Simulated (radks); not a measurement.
The numbers below are computed, except where a source is named.
Q: Neutral samarium: order these configurations by energy. Level of theory: non-relativistic Kohn-Sham, PBE, spin-polarised, spherical densities, point nucleus (a radial shooting solver on a logarithmic mesh with Libxc functionals). Open shells are filled with parallel spins first. [Xe] 4f5 5d1 6s2; [Xe] 4f5 6s2 6p1; [Xe] 4f6 5d1 6s1; [Xe] 4f6 6s1 6p1; [Xe] 4f6 6s2; [Xe] 4f7 5d1; [Xe] 4f7 6p1; [Xe] 4f7 6s1.

A: From the lowest, in eV above it: [Xe] 4f7 6s1 0.000; [Xe] 4f6 6s2 0.884; [Xe] 4f6 5d1 6s1 1.481; [Xe] 4f7 6p1 1.602; [Xe] 4f7 5d1 1.900; [Xe] 4f6 6s1 6p1 2.353; [Xe] 4f5 5d1 6s2 7.947; [Xe] 4f5 6s2 6p1 10.880.
